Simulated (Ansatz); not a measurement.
A structure relaxed at PBE-D4/def2-SVP in Ansatz, charge 0, singlet:

Cartesian coordinates in Å:
```
C 1.150 -0.226 -1.546
C 0.122 -1.414 1.273
C 0.104 1.775 0.778
Ge -0.125 0.017 -0.071
N -1.821 0.044 -0.858
H -2.571 0.178 -0.167
H -2.036 -0.832 -1.351
H 2.192 -0.182 -1.171
H 1.011 0.570 -2.303
H 1.004 -1.208 -2.039
H 1.145 -1.373 1.701
H -0.021 -2.413 0.815
H -0.604 -1.305 2.104
H -0.641 1.926 1.585
H -0.026 2.579 0.027
H 1.115 1.864 1.223
```

(1) Give its formula, name or SMILES and point group.

(2) Summarise the bond lengths by kind (pairs closer than 1.2 times the sum of covalent radii, bridged metal pairs left out).

Answers

(1) Ge(NH2)Me3 (C₃H₁₁GeN). Point group Cs (tolerance 0.1 Å).

(2) 3 × C–Ge 1.97 to 1.98 Å; 1 × Ge–N 1.87 Å; 9 × C–H 1.11 Å; 2 × H–N 1.03 Å.
